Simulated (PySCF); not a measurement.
# S⁻ (sulfur, charge -1) across methods

[Ne] 3s2 3p5, 2P determinant. Computed with PySCF 2.14 in aug-cc-pVQZ-DK (7s6p4d3f2g, 84 functions), with the spin-free X2C one-electron Hamiltonian (Gaussian nucleus).

| method | E (hartree) | mean ε 3s β (eV) | mean ε 3p α (eV) | mean ε 3p β (eV) | Σ⟨r²⟩ (bohr²) | ⟨S²⟩ |
| --- | --- | --- | --- | --- | --- | --- |
| UHF | -398.62607 | -14.540 | -3.492 | -2.312 | 43.25 | 0.764 |
| PBE | -399.1197 | -8.410 | 0.433 | 1.119 | 45.44 | 0.755 |
| PW91 | -399.2824 | -8.442 | 0.410 | 1.090 | 45.34 | 0.755 |
| PBE0 | -399.1487 | -10.125 | -0.655 | 0.125 | 44.08 | 0.756 |
| M06 | -399.2701 | -10.059 | -0.536 | 0.303 | 43.83 | 0.757 |
| B97-3 | -399.2415 | -10.310 | -0.649 | 0.078 | 44.12 | 0.754 |
| BHandHLYP | -399.2905 | -11.842 | -1.638 | -0.826 | 43.76 | 0.756 |
| r2SCAN | -399.2592 | -8.688 | 0.197 | 0.970 | 44.23 | 0.759 |
| LDA | -397.8995 | -8.576 | 0.328 | 1.020 | 45.56 | 0.753 |

The highest occupied level is positive at PBE, PW91, PBE0, M06, B97-3, r2SCAN, LDA: only the finite basis holds that electron, which in a density functional comes from self-interaction.
